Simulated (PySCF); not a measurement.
Excitations are Tamm–Dancoff values on a coarser integration grid. The basis has no diffuse functions, so Rydberg states are missing or too high.

Z-matrix (Å, degrees):
```
C
C 1 1.4932
H 2 1.0872 1 111.66
H 2 1.0957 3 109.52 1 121.94
H 2 1.0957 3 109.52 4 116.11
C 1 1.4932 2 115.01 3 180.00
H 6 1.0872 1 111.66 2 180.00
H 6 1.0957 7 109.52 1 121.94
H 6 1.0957 7 109.52 8 116.11
S 1 1.6194 2 122.50 3 0.00
```
Charge 0, multiplicity 1.

### Question
What is the computed LUMO, total energy and T1 excitation (TDA) (PBE0-D3(BJ)/def2-TZVP in PySCF)?

### Answer

```
Quantity                   Result
-------------------  ------------
LUMO                     -1.85 eV
total energy         -515.8815 Ha
T1 excitation (TDA)       2.09 eV
```
